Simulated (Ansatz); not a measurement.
B$_{2}$Br$_{2}$H$_{4}$ (`[BH2-]1[Br+][BH2-][Br+]1`), 8 atoms. The species carries charge 0 and has multiplicity 1. Correlated methods include outer-core shells of Br, which these sets cover unevenly. Scalar relativity is left out up to krypton. All runs use 4 threads of an Arm Neoverse V1 on a shared host. Correlated methods freeze the cores.

(1) Give the basis size and wall time and peak host memory of each of these runs in Ansatz. RKS LC-ωPBE/def2-TZVPP energy; RKS ωB97M-V/def2-QZVPP energy; RHF-CCSD(T)/def2-SVP energy; RKS ωB97M-V/def2-SVP energy; RKS PBE0-D4/def2-TZVP relaxation (9 steps); RHF-MP2/def2-QZVPP energy; RKS CAM-B3LYP-D4/def2-TZVPP energy; RKS PBE0-D4/def2-SVP energy; RKS PBE0-D4/def2-TZVP frequencies; direct RPA on PBE orbitals/def2-TZVPP energy; RKS PBE0-D4/def2-TZVPP energy; RHF-CCSD(T)/def2-TZVPP energy. (Best estimate.)

Results:

(1) Ansatz gave: Other jobs shared the machine, so times are rough.

```tsv
level	job	functions	wall time	peak host memory (GiB)
RKS PBE0-D4/def2-SVP	energy	112	1.4 s	0.27
RKS LC-ωPBE/def2-TZVPP	energy	214	2.7 s	0.43
RKS PBE0-D4/def2-TZVPP	energy	214	3.3 s	0.69
RKS CAM-B3LYP-D4/def2-TZVPP	energy	214	4 s	0.78
direct RPA on PBE orbitals/def2-TZVPP	energy	214	4.1 s	0.48
RKS ωB97M-V/def2-SVP	energy	112	6 s	0.38
RHF-CCSD(T)/def2-SVP	energy	112	8.5 s	0.55
RHF-MP2/def2-QZVPP	energy	412	23 s	2.4
RKS ωB97M-V/def2-QZVPP	energy	412	23 s	2
RKS PBE0-D4/def2-TZVP	relaxation (9 steps)	182	37 s	0.55
RKS PBE0-D4/def2-TZVP	frequencies	182	2.1 min	0.55
RHF-CCSD(T)/def2-TZVPP	energy	214	2.6 min	3.3
```

LC-ωPBE has ω = 0.4 bohr⁻¹.
